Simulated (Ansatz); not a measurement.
One change: `B/C=N/C` becomes `BC=NB`.

Ansatz, PBE0-D4/def2-TZVP geometries, multiplicity 1. 

```
                                                                                  property  `B/C=N/C`
                                                         LUMO energy (PBE/def2-TZVPP) / eV      -3.49
                                                         HOMO energy (PBE/def2-TZVPP) / eV      -5.97
                                                       HOMO–LUMO gap (PBE/def2-TZVPP) / eV       2.48
                                            zero-point energy (PBE0-D4/def2-TZVP) / kJ/mol      206.9
                                        size of the dipole moment (ωB97M-V/def2-TZVPP) / D       1.78
ideal-gas entropy at 298 K and 1 bar (rigid rotor, harmonic PBE0-D4/def2-TZVP) / J/(mol·K)        299
```

What does the change do to each property? (An estimate is asked.)

Ansatz gave: 
```
                                                                                  property  `BC=NB`  shift
                                                         LUMO energy (PBE/def2-TZVPP) / eV    -3.94  -0.45
                                                         HOMO energy (PBE/def2-TZVPP) / eV    -6.52  -0.55
                                                       HOMO–LUMO gap (PBE/def2-TZVPP) / eV     2.58   0.10
                                            zero-point energy (PBE0-D4/def2-TZVP) / kJ/mol    163.8  -43.1
                                        size of the dipole moment (ωB97M-V/def2-TZVPP) / D     1.55  -0.23
ideal-gas entropy at 298 K and 1 bar (rigid rotor, harmonic PBE0-D4/def2-TZVP) / J/(mol·K)      299      0
```

With PBE0 the HOMO falls by 0.34 eV and the LUMO falls by 0.51 eV, so the gap narrows by about 0.17 eV. PBE moves the HOMO by -0.55 eV and ωB97M-V by -0.28 eV. The zero-point energy changes by -43.1 kJ/mol with -3 modes. Dipoles are sizes alone; their direction can turn.
